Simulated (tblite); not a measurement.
C₅H₈P₂.
Structure used (GFN2-xTB), in Å, numbered top down from 1:
```
atom  x, y, z in Å
C1    -2.4497    0.2683   -1.2764
C2    -1.9107   -0.5287   -0.5620
C3    -1.2329   -1.4427    0.3207
P4    -0.4014   -0.5732    1.7646
P5     0.1719    1.2749    0.7610
C6     1.4012    0.5623   -0.3681
C7     2.7147    0.6271   -0.2136
H8    -2.9355    0.9461   -1.9124
H9    -0.4571   -1.9927   -0.2241
H10   -1.9363   -2.1682    0.7407
H11   -1.5785   -0.0019    2.2671
H12    1.0811    1.6094    1.7726
H13    0.9708    0.1206   -1.2605
H14    3.1650    1.0827    0.6534
H15    3.3929    0.2242   -0.9491
```

All values are computed: GFN2-xTB (tblite) harmonic vibrations without scaling, gas phase. The method is semi-empirical: single wavenumbers can be off by several per cent or more. Modes of hydrogen on phosphorus can be 10 to 20 % off. One conformer, not necessarily the lowest.

Harmonic wavenumbers (cm⁻¹): 35.4, 51.6, 85.8, 118.8, 170.0, 208.4, 290.7, 346.2, 393.5, 474.4, 559.8, 620.1, 633.0, 674.8, 689.9, 721.2, 775.2, 809.2, 829.3, 888.6, 904.5, 1000.1, 1009.3, 1023.0, 1108.1, 1195.4, 1244.7, 1397.2, 1407.2, 1647.9, 2229.4, 2245.5, 2275.3, 2915.6, 2938.1, 3021.2, 3082.2, 3108.6, 3398.2.

A = 2391, B = 1302, C = 1094 MHz; mass 130.010 u (most abundant isotopes); point group C1, symmetry number 1.

Problem. Zero-point energy?

Solution. ½Σν̃ = 23264 cm⁻¹ = 66.51 kcal/mol.

Problem. What is S at 298.15 K and 1 bar for an ideal gas of classical rigid rotors and harmonic oscillators?

Solution. Translation 40.53, rotation 28.94, vibration 29.61: S = 99.1 cal/(mol K).

Problem. And Cp and H(298.15 K) − H(0)?

Solution. Cp = 36.13 cal/(mol K), of which vibrations give 28.18 (their classical limit is 39 R = 77.5); H(298.15 K) − H(0) = 6.77 kcal/mol without the zero-point energy, 4.40 from vibrations.

Problem. Which modes carry the vibrational entropy at 298.15 K?

Solution. 35.4 cm⁻¹: 5.50; 51.6 cm⁻¹: 4.76; 85.8 cm⁻¹: 3.75; 118.8 cm⁻¹: 3.12; 170.0 cm⁻¹: 2.44; 208.4 cm⁻¹: 2.06 cal/(mol K); the other 33 give 7.99 together.

Problem. What must be added to the electronic energy to get the Gibbs energy at 298.15 K and 1 bar?

Solution. ZPE + [H(298.15 K) − H(0)] − T·S = 66.51 + 6.77 − 29.54 = 43.74 kcal/mol.

Problem. Blend soft modes into free rotors: weight 1/[1 + (100 cm⁻¹/ν̃)⁴] for the oscillator and the rest for a rotor with moment μB/(μ + B), μ = h/(8π²ν), B = 10⁻⁴⁴ kg m². What vibrational entropy results?

Solution. 26.23 cal/(mol K) in place of 29.61, which changes −T·S at 298.15 K by +1.01 kcal/mol.

Problem. How do the functions run with temperature in this model?

Solution. 
| T (K) | S (cal/(mol K)) | Cp (cal/(mol K)) | H − H(0) (kcal/mol) | G − H(0) (kcal/mol) | ln q(vib) |
| --- | --- | --- | --- | --- | --- |
| 100 | 71.0 | 18.7 | 1.36 | -5.74 | 2.28 |
| 200 | 86.5 | 27.3 | 3.65 | -13.65 | 4.98 |
| 300 | 99.3 | 36.3 | 6.84 | -22.95 | 7.52 |
| 500 | 121.3 | 49.8 | 15.55 | -45.08 | 12.34 |
| 800 | 147.5 | 61.7 | 32.44 | -85.56 | 18.92 |
| 1000 | 161.9 | 66.9 | 45.32 | -116.53 | 22.84 |

q(vib) and H(0) count from the zero-point level.

Hindered rotation and anharmonicity are outside this model. Other conformers, if any are populated, would add a mixing term that is left out. The structure is chiral; the term R ln 2 for an equal mix with its mirror image is left out.
